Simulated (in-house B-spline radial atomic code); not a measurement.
**RPA and G0W0 on r2SCAN0: Ce V (Ce4+)**

Configuration [Kr] 4d10 5s2 5p6, mean-field start r2SCAN0. Computed with a B-spline radial code for spherical atoms: all electrons, scalar-relativistic (spin-free one-electron X2C), finite nucleus, each spin shell either full or empty, empty states to l = 9 with an (l + 1/2)⁻⁴ tail; G0W0 by contour deformation at full frequency.

Spin-orbit coupling, left out, splits p levels strongly here.

Command:
```bash
python run_gw.py task.json out
```
Settings (radii: box in bohr, nucleus in fm):
```
Z                        58
electrons                54
configuration            [Kr] 4d10 5s2 5p6
hamiltonian              x2c
method                   r2scan0
lmax                     9
rms_radius               4.8771
spin_polarised           False
box_radius               11.96
intervals                67
```

Time taken, with all properties: 4.6 s on 1 thread of Arm Neoverse N1 (shared host).

Energies (hartree):

```
                                     term        value
                         mean-field total  -8856.94594
Hartree-Fock functional on these orbitals  -8853.82695
                      direct second order      -4.8578
                    second-order exchange       1.3134
                         SOSEX correction       1.2318
```

(1) What is the RPA correlation energy, and what remains with SOSEX?

Quasi-particle levels (eV):

```tsv
level	occupied	mean field	Σx - vxc	Σc	QP weight	G0W0
5p	yes	-62.29	-3.77	?	?	?
4d	yes	-159.85	-10.13	2.60	0.915	-167.37
4f	no	-43.31	11.66	-5.78	0.940	-37.43
```

G0W0 = mean field + (Σx - vxc) + Σc, with Σc (partial-wave tail included) taken at the quasi-particle energy. Only the outer levels were computed. Levels of low weight are left out.

(2) Where does G0W0 put 5p?

## Answers

(1) RPA gives -4.295 hartree (-2.16 eV per electron); RPA + SOSEX gives -3.0632, and the second-order doubles -3.5444 hartree (no singles). RPA lacks exchange-type terms and so overcorrelates at short range.

(2) At -66.95 eV, with Σc = -0.89 eV and a quasi-particle weight of 0.943. The tabulated removal energy is 65.55 ± 0.25 eV (NIST, semi-empirical); the calculation leaves out spin-orbit coupling, Breit and QED terms, and what these don't explain is the method's own error.
